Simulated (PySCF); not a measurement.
C₂H₆B₂F₂.
SMILES with atom numbers: `[BH2:1][CH2:2][CH2:3][B:4]([F:5])[F:6]`

The computed photoelectron lines, unassigned: B 1s: 196.39 (area 1), 199.48 (area 1) eV; C 1s: 290.64 (area 1), 290.80 (area 1) eV; F 1s: 693.53 eV.

Computed, not measured: delta-SCF UKS SCAN, pcX-2 on the ionised atom, pcseg-1 elsewhere, spin-free X2C (PySCF). The structure is a single PBE0-D3(BJ)/def2-SVP conformer in the gas phase; no vibrational or solvent corrections.

**Question.** Which boron gives which B 1s line?

**Answer.** 196.39 eV: B1 (three-coordinate boron); 199.48 eV: B4 (three-coordinate boron). Lowest listed B 1s: B1, bonded to C and 2 H. Highest, 3.09 eV above it: B4, bonded to 2 F and C. Summing the Pauling electronegativity differences to the bonded atoms, each weighted by its formal bond order, gives +0.83 for the lowest site and +4.39 for the highest.

**Question.** Order the carbon atoms by C 1s binding energy.

**Answer.** 290.64 eV: C2 (sp3 carbon bound to boron); 290.80 eV: C3 (sp3 carbon bound to boron). The 2 C 1s values lie within 0.16 eV of each other; Gaussian lines of 0.5 eV full width would blend them into one maximum.

Bonded neighbours of each site: B1: C and 2 H; C2: C, 2 H and B; C3: C, 2 H and B; B4: 2 F and C; F5/F6: B.

**Question.** Express the binding energy of C 1s of C3 in atomic units and per mole.

**Answer.** 290.80 eV = 10.6867 Eh = 28058 kJ/mol.

Topologically equivalent atoms share the value of their first member; where this conformer doesn't relate them by symmetry, their own values could differ.

Hardware: one thread, Arm Neoverse V2 (aarch64), shared host. Cost: 34 s wall, 0.58 GiB resident at most.

Conformer computed: `[BH2:1][CH2:2][CH2:3][B:4]([F:5])[F:6]`: B1–C2–C3–B4 -59°, C2–C3–B4–F5 176°.
